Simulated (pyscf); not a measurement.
**H₂Si=AsH, singlet**

Gas-phase minimum from PySCF at ωB97X-D3(BJ)/def2-SVP, one conformer. 

SMILES: [AsH]=[SiH2]
```xyz
5

Si     0.0407     0.5040     0.1065
As     1.6943     0.2635    -1.2447
H      0.1920     1.1428     1.4405
H     -1.3624     0.0769    -0.1396
H      0.7529    -0.4007    -2.2419
```

Bonds (Å): Si1–As2 2.149, Si1–H3 1.487, Si1–H4 1.487, As2–H5 1.524. Angles (°): As2–Si1–H3 122.3, As2–Si1–H4 126.1, H3–Si1–H4 111.6, Si1–As2–H5 89.1.

Properties at ωB97X-D3(BJ)/def2-SVP:

```
Quantity                                                                                                                                                             Value
---------------------------------------------------------------------------------------------------------------------  ---------------------------------------------------
Harmonic wavenumbers, unscaled                                                                                         459, 522, 529, 604, 716, 965, 2247, 2272, 2289 cm⁻¹
Zero-point energy                                                                                                                                            15.2 kcal/mol
Rotational symmetry number                                                                                                                                               1
Entropy of this conformer at 298 K and 1 atm, rigid rotor and harmonic oscillator, modes under 100 cm⁻¹ raised to 100                                      273.1 J/(mol K)
Dipole moment                                                                                                                                                       1.48 D
```

Single-point totals, which compare only within one level (frozen core for MP2 and CC):

```json
[
 {"level": "ωB97X-D3(BJ)/def2-TZVP", "total energy (hartree)": "-2527.11339"},
 {"level": "PBE/def2-TZVP", "total energy (hartree)": "-2526.65976"},
 {"level": "r²SCAN/def2-TZVP", "total energy (hartree)": "-2527.11095"},
 {"level": "B3LYP-D3(BJ)/def2-TZVP", "total energy (hartree)": "-2527.22283"},
 {"level": "PBE0-D3(BJ)/def2-TZVP", "total energy (hartree)": "-2526.75458"},
 {"level": "M06-2X/def2-TZVP", "total energy (hartree)": "-2527.12907"},
 {"level": "ωB97M-D3(BJ)/def2-TZVP", "total energy (hartree)": "-2527.20112"},
 {"level": "HF/def2-TZVPP", "total energy (hartree)": "-2524.85428"},
 {"level": "MP2/def2-TZVPP", "total energy (hartree)": "-2525.24203"},
 {"level": "CCSD/def2-TZVPP", "total energy (hartree)": "-2525.26648"},
 {"level": "CCSD(T)/def2-TZVPP", "total energy (hartree)": "-2525.28493"}
]
```

The CCSD(T) − MP2 part came from Ansatz, without density fitting, on the same reference. The frozen core leaves the outer d or s,p core shells of the metals and heavy elements correlated in the MP2 and CC values, and def2-TZVPP describes them poorly, so these totals are far from the basis limit. Elements up to Kr have no core potential and no relativistic terms here.
